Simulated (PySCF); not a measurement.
Ionisation energy of Hg by level of theory

Hg [Xe] 4f14 5d10 6s2 (1S) → Hg⁺ [Xe] 4f14 5d10 6s1 (2S), as a difference of total energies. All numbers are calculated (PySCF 2.14, scalar relativity by spin-free X2C-1e, in ANO-RCC-VTZP (8s7p5d3f1g, 84 functions)). Correlated levels: valence: [Xe] 4f14 frozen. The calculations carry no spin-orbit coupling.

Task: Order these methods by the ionisation energy they give, lowest first.
A. SCS-MP2 (valence)
B. UHF
C. MP2 (valence)
D. CCSD(T) (valence)

Result: B (8.499 eV), D (10.215 eV), A (10.276 eV), C (10.349 eV).

Errors of the correlated levels include the incompleteness of this basis and the frozen core.

For comparison: 10.438 eV (measured; NIST Atomic Spectra Database, ionization energies).
